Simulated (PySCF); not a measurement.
# One molecule, several mistakes: Al2GeH5O cation

Calculated results; nothing here was measured. The program is PySCF 2.14.0, an open-source quantum chemistry code, run on an isolated molecule that a program drew, which may never have been made. The molecule is Al2GeH5O cation (charge +1, singlet), drawn as the SMILES string `[AlH2][O][AlH][GeH2+]`.

Each row is a Hartree-Fock (HF) and frozen-core CCSD(T) single point in the cc-pV(D+d)Z basis, meant for a local HF minimum. Run 1 is clean. Each other run has one planted mistake out of seven kinds, and not every kind appears here: one electron removed, one electron added, multiplicity raised by two, geometry at a saddle point, minimal basis STO-3G, one bond length entered in bohr, all coordinates scaled. The reference is restricted for singlets and unrestricted otherwise, and also for a bond in bohr. Adding or removing an electron swaps singlet and doublet. Electrons count all cores. HOMO and LUMO are orbital energies over both spins, the gradient is its largest component, and the lowest frequency (negative if imaginary) is given only where the gradient is small. Bond lengths are over the 8 bonds as drawn. T1 is the CCSD diagnostic: over 0.02 (restricted) or 0.045 (unrestricted) a single reference is doubtful. Germanium has the cc-pVDZ-PP basis, with a core potential (ECP10MDF) in place of its 10 inner electrons, and its 3s, 3p and 3d shells are frozen in CCSD(T).

Geometry of the clean run:
```xyz
9
Al2GeH5O cation, angstrom
Al   -0.5068    1.1300   -2.6893
O    -0.9321    0.2449   -1.2687
Al   -1.5680   -0.6293   -0.0295
Ge    0.3370   -0.7711    1.7423
H    -1.6079    1.2781   -3.7880
H     0.9583    1.6836   -2.6944
H    -2.9025   -1.3341    0.3260
H     1.4339   -1.8329    1.8031
H     0.6191    0.2495    2.8439
```

| run | electrons | basis functions | <S^2> | HOMO (eV) | LUMO (eV) | gradient (hartree/bohr) | lowest frequency (cm^-1) | mean bond (Å) | longest bond (Å) | T1 | HF (hartree) | CCSD(T) (hartree) | mistake |
|---|---|---|---|---|---|---|---|---|---|---|---|---|---|
| 1 | 70 | 108 | 0.000 | -14.75 | -5.36 | 2.6e-05 | 34 | 1.7140 | 2.605 | 0.0154 | -854.83763 | -855.27213 | no fault |
| 2 | 70 | 108 | 0.838 | -11.60 | -5.36 | 1.1e-02 | - | 1.8878 | 2.953 | 0.0519 | -854.73656 | -855.16012 | one bond length entered in bohr |
| 3 | 69 | 108 | 0.838 | -18.97 | -12.65 | 6.8e-02 | - | 1.7140 | 2.605 | 0.0448 | -854.33481 | -854.75291 | one electron removed |
| 4 | 71 | 108 | 0.768 | -6.87 | 1.22 | 3.8e-02 | - | 1.7140 | 2.605 | 0.0155 | -855.06119 | -855.51067 | ? |
| 5 | 70 | 108 | 0.000 | -14.39 | -5.19 | 3.9e-02 | - | 1.8511 | 2.814 | 0.0187 | -854.79565 | -855.24266 | ? |

**Which mistake was planted in run 4, and what did it cost?**

It counts 71 electrons, one more than the clean run, at the same geometry and basis. So the mistake is: one electron added. Subtracting run 1 and multiplying by 627.51 kcal/mol a hartree, the energy moved by -140.3 kcal/mol in HF and -149.7 kcal/mol in CCSD(T).

**Which mistake was planted in run 5, and what did it cost?**

The mean and the longest bond both change by the same factor, 1.080, and the gradient is no longer small. So the mistake is: all coordinates scaled. Subtracting run 1 and multiplying by 627.51 kcal/mol a hartree, the energy moved by 26.3 kcal/mol in HF and 18.5 kcal/mol in CCSD(T).

Cautions from the logs. Run 2: T1 is over the limit, so its CCSD(T) energy is less reliable.
